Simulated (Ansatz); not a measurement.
Basis-set extrapolation for C₄H₉Al, SMILES `C[CH]1[CH2][Al]1[CH3]` (PBE0-D4/def2-TZVP geometry, frozen core, the Gaussian-basis code of Ansatz). Multiplicity 1, RHF reference.

```tsv
	def2-TZVPP	def2-QZVPP
HF	-398.629207	-398.643399
MP2 correlation	-0.776021	-0.824733
CCSD(T) correlation	-0.860702	not run
```

Energies in hartree. Use E(X) = E(∞) + A·exp(−7.88·√X) for Hartree–Fock and E(X) = E(∞) + B·X^(−2.97) for correlation, with X = 3 and 4, and add CCSD(T) minus MP2 of the smaller set to the MP2 limit.

Q: What is the CCSD(T) energy at the basis-set limit?

A: HF limit: -398.643399 + (-0.014192) × 0.13774 = -398.64535. MP2 limit: -0.824733 + (-0.048712) × 0.74074 = -0.86082. Higher-order term: -0.860702 − (-0.776021) = -0.08468. Total: -399.59085 hartree, 265.0 kJ/mol below CCSD(T)/def2-TZVPP.
